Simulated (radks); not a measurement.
The strontium ion Sr0.625+, configuration [Ar] 3d10 4s1.375 4p6 5s2 (fractional occupations, a model configuration). Calculated with a radial shooting solver on a logarithmic mesh with Libxc functionals: Dirac Kohn-Sham, PBE, spin-unpolarised, spherical densities, finite nucleus; Fermi nuclear charge, rms radius 4.224 fm.

X-ray form factor f0, the Fourier transform of the density (f0(0) = 37.375):

| sin(theta)/lambda (1/angstrom) | f0 (electrons) |
|---|---|
| 0.05 | 36.407 |
| 0.1 | 34.233 |
| 0.15 | 31.906 |
| 0.2 | 29.752 |
| 0.25 | 27.734 |
| 0.3 | 25.840 |
| 0.4 | 22.550 |
| 0.5 | 19.910 |
| 0.6 | 17.683 |
| 0.8 | 13.858 |
| 1 | 10.808 |
| 1.25 | 8.244 |
| 1.5 | 6.779 |
| 2 | 5.324 |
